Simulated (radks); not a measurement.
Species: Xe I. Configuration: [Kr] 4d10 5s2 5p5.75 6p0.25 (fractional occupations, a model configuration). All-electron calculation, Dirac Kohn-Sham, B86b exchange with PBE correlation, spin-unpolarised, spherical densities, finite nucleus; open shells fill j = l - 1/2 first; Fermi nuclear charge, rms radius 4.7859 fm. Program: a radial shooting solver on a logarithmic mesh with Libxc functionals.

Unscreened Slater integrals over Kohn-Sham orbitals (eV). Large and small components are both included. Empty in this configuration: 6p3/2.

F0(6p1/2,6p1/2): 2.0534
F0(6p1/2,5p3/2): 2.6713
G2(6p1/2,5p3/2): 0.045290
F0(6p1/2,5p1/2): 2.6744
G0(6p1/2,5p1/2): 0.035624
F0(6p1/2,5s1/2): 2.6843
G1(6p1/2,5s1/2): 0.055113
F0(6p1/2,6p3/2): 2.0265
G2(6p1/2,6p3/2): 1.0749
F0(5p3/2,5p3/2): 10.617
F2(5p3/2,5p3/2): 5.6336
F0(5p3/2,5p1/2): 10.872
G2(5p3/2,5p1/2): 5.7442
F0(5p3/2,5s1/2): 11.682
G1(5p3/2,5s1/2): 7.5089
F0(5p3/2,6p3/2): 2.5881
F2(5p3/2,6p3/2): 0.24829
G0(5p3/2,6p3/2): 0.035231
G2(5p3/2,6p3/2): 0.043433
F0(5p1/2,5p1/2): 11.150
F0(5p1/2,5s1/2): 12.041
G1(5p1/2,5s1/2): 8.0259
F0(5p1/2,6p3/2): 2.5910
G2(5p1/2,6p3/2): 0.043484
F0(5s1/2,5s1/2): 13.221
F0(5s1/2,6p3/2): 2.6003
G1(5s1/2,6p3/2): 0.057406
F0(6p3/2,6p3/2): 2.0013
F2(6p3/2,6p3/2): 1.0695
